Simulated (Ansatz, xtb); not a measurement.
## C4H8N2Si: which of two isomers lies lower

Structure I: `Cc1cn([SiH3])cn1`, a singlet. Structure II: `Cc1cncn1[SiH3]`, a singlet. Both are isolated molecules in the gas phase, relaxed with r2SCAN-D4/def2-SVP.

Quicker runs give these differences E(II) − E(I): GFN2-xTB −1.48 kJ/mol; HF/STO-3G −1.85 kJ/mol (at GFN2-xTB geometries); r2SCAN-D4/def2-SVP//GFN2-xTB +1.47 kJ/mol.

**Question.** Which of the two would you expect CCSD(T)/def2-SVP + ΔMP2/def2-TZVPP electronic energies to favour?

**Answer.** Too close to call at this level: CCSD(T)/def2-SVP + ΔMP2/def2-TZVPP gives E(II) − E(I) = +1.88 kJ/mol.

The same difference at several levels:

| level | geometry | E(II) − E(I) (kJ/mol) | departure from the last row (kJ/mol) | job, with rough time for the two |
| --- | --- | --- | --- | --- |
| GFN2-xTB | GFN2-xTB | −1.48 | −3.36 | optimisation, 0.91 s |
| HF/STO-3G | GFN2-xTB | −1.85 | −3.73 | single point, 3.7 s |
| r2SCAN-D4/def2-SVP//GFN2-xTB | GFN2-xTB | +1.47 | −0.40 | single point, 15 s |
| r2SCAN-D4/def2-SVP | r2SCAN-D4/def2-SVP | +0.94 | −0.94 | optimisation, 2.3 min |
| HF/def2-SVP | r2SCAN-D4/def2-SVP | +4.74 | +2.87 | part of the CCSD(T) run |
| MP2/def2-SVP | r2SCAN-D4/def2-SVP | +1.45 | −0.43 | part of the CCSD(T) run |
| CCSD(T)/def2-SVP | r2SCAN-D4/def2-SVP | +1.75 | −0.13 | single point |
| CCSD(T)/def2-SVP + ΔMP2/def2-TZVPP | r2SCAN-D4/def2-SVP | +1.88 |  | single point, 3.7 min |

As drawn, both hold the same kinds of bond in the same numbers.

The largest departure from CCSD(T)/def2-SVP + ΔMP2/def2-TZVPP is that of HF/STO-3G, 3.73 kJ/mol. The last row adds to CCSD(T) the change of the MP2 difference between the two basis sets, here +0.13 kJ/mol.

With thermal terms from frequencies at re-optimised GFN2-xTB minima (ideal gas, soft modes damped towards free rotors, one conformer each, 298.15 K, 1 atm): on the last row, ΔE + ΔZPE = +2.84, ΔH = +2.14, ΔG = +4.63 kJ/mol.

The correlated steps freeze 11 core orbitals. Codes used: Ansatz 0.2.0, xtb 6.7.1; the last row on 2 threads of Intel(R) Xeon(R) Processor @ 2.50GHz (Skylake/Cascade Lake) on a shared host.
